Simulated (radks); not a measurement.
The praseodymium anion Pr- inside a hard spherical wall (all orbitals vanish at R), configuration held at [Xe] 4f4 6s2 and not refilled when levels cross. Method: scalar-relativistic Kohn-Sham, LDA (Slater exchange, VWN5 correlation), spin-polarised, spherical densities, point nucleus; open shells are filled with parallel spins first (spin-orbit coupling, left out, can overturn this in heavy ions); computed with a radial shooting solver on a logarithmic mesh with Libxc functionals. Eigenvalues in eV for spin up, with the zero of energy where the potential of the charges vanishes at infinity; a dash marks a level that is unbound or too diffuse for the functional's potential to be trusted. A positive occupied level is held by the wall or, in an anion where self-interaction has pushed it up, behind a barrier. The pressure on the wall is -dE/dV.

| R (bohr) | E (hartree) | kinetic (hartree) | e(5s) | e(5p) | e(6s) | e(5d, empty) | e(6p, empty) | e(4f) | pressure (GPa) |
|---|---|---|---|---|---|---|---|---|---|
| 20 | -9230.6382 | 9801.759 | -35.714 | -18.168 | -0.805 | - | - | 2.137 | 0.0196 |
| 12 | -9230.5988 | 9801.732 | -33.331 | -15.908 | 0.487 | - | - | 4.626 | 0.144 |
| 10 | -9230.5733 | 9801.778 | -32.087 | -14.723 | 1.197 | 3.315 | 3.185 | 5.901 | 0.437 |
| 6 | -9230.2887 | 9802.558 | -26.604 | -9.577 | 6.623 | 8.236 | 10.887 | 11.693 | 13.7 |
| 4 | -9228.9546 | 9807.003 | -18.062 | -1.491 | 24.782 | 18.900 | 34.791 | 21.681 | 255 |
| 3.5 | -9227.6873 | 9811.367 | -12.914 | 3.817 | 39.176 | 26.219 | 52.234 | 28.023 | 684 |
| 3 | -9224.9487 | 9820.454 | -4.108 | 13.508 | 66.464 | 39.481 | 83.788 | 38.708 | 2100 |
| 1.5 | -9137.1759 | 10071.970 | 191.13 | 235.27 | 600.71 | 303.25 | 646.69 | 180.24 | 249000 |
